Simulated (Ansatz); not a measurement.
Ni2H4⁻. The state is a quartet with charge -1. Geometry PBE-D4/def2-TZVPD; atoms count from 1.

```xyz
6

Ni   -0.2092   -0.9873   -0.5937
Ni    0.2357    0.6701    0.9308
H    -0.1383   -1.4670   -2.0822
H     0.8187    2.0984    1.1972
H    -0.6265    0.6690   -0.5446
H    -0.0804   -0.9832    1.0924
```

The structure comes from a short search, and lower isomers may exist.

(1) Estimate the Mulliken populations from the PBE0/def2-TZVPD orbitals of Ansatz.

(2) Where does the spin sit?

(3) And the Mayer bond orders between heavy atoms (over 0.3)?

Results:

(1) 
```tsv
atom	charge (e)	spin (α − β)	d electrons
Ni1	-0.50	1.45	8.65
Ni2	-0.50	1.45	8.65
H3	-0.04	-0.02	–
H4	-0.04	-0.02	–
H5	0.02	0.13	–
H6	0.06	0.01	–
```
Mulliken values depend strongly on the basis. With diffuse functions, as here, like atoms can get unlike values, and bond orders can come out too low or too high.

(2) Summed by element: Ni 2.91, H 0.09, of 3 unpaired in all. Largest on single atoms: Ni1 1.45, Ni2 1.45, H5 0.13.

(3) Ni1–Ni2 1.16 (2.30 Å).
